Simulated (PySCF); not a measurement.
ZnF2, SMILES [F][Zn][F]. Geometry: PBE-D3(BJ)/def2-TZVP. The isomer is the one that the SMILES or the coordinates give; other isomers of the formula were not compared.

Computed equilibrium geometry at PBE-D3(BJ)/def2-TZVP (PySCF confirms it by a frequency run) as bond lengths and angles, and its point group:
point group D∞h.
Atoms: Zn1 F2 F3. Bond lengths (Å): Zn1–F2 1.744, Zn1–F3 1.744. Bond angles (°): F2–Zn1–F3 180.0.
